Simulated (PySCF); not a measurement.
Calculation: PBE-D3(BJ)/def2-TZVP // PBE0-D4/def2-TZVP (PySCF 2.14.0). All species are isolated molecules in the gas phase. Excitations are Tamm–Dancoff values on a coarser integration grid. The basis has no diffuse functions, so Rydberg states are missing or too high.

Reference species (SMILES): `BrB(Br)Br` (neutral, multiplicity 1).

```yaml
T1 excitation (TDA): 4.00 eV
HOMO: -7.01 eV
LUMO: -2.92 eV
```

Changed species: `BrBBr` (1 of 3 Br replaced by H; the reference has 0 of 3 Br replaced by H).

Problem. Give the shifts of the T1 excitation (TDA), HOMO and LUMO.

Solution. the T1 excitation (TDA) rises by 0.23 eV, to 4.23 eV; the HOMO decreases by 0.25 eV, to -7.26 eV; the LUMO stays essentially unchanged.
